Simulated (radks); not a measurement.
Task: These are the eigenvalues of the occupied orbitals of an atom or ion with whole-number occupations (Ry). All-electron calculation, Dirac Kohn-Sham, PBE, spin-unpolarised, spherical densities, finite nucleus; Fermi nuclear charge, rms radius of each element as measured or else 0.836 A^(1/3) + 0.57 fm. Program: a radial shooting solver on a logarithmic mesh with Libxc functionals.

| orbital | eigenvalue |
|---|---|
| 1s1/2 | -928.1007 |
| 2s1/2 | -127.2936 |
| 2p1/2 | -115.1575 |
| 2p3/2 | -112.0860 |
| 3s1/2 | -24.49784 |
| 3p1/2 | -20.32570 |
| 3p3/2 | -19.87823 |
| 3d3/2 | -12.66876 |
| 3d5/2 | -12.59682 |

Which element is it, and in what charge state? The configuration may be excited. Open shells, if any, fill j = l - 1/2 first.

Result: Z = 34, selenium, charge +7: Se7+ in [Ar] 3d9. The list shows which subshells hold electrons but not how many an open one holds; the 1s level, -464.05 hartree, gives Z - s = 30.5 by -(Z - s)^2/2, which with screening and relativity narrows Z to a few neighbours, and the depths of the outer levels then fix element, charge and occupations together.
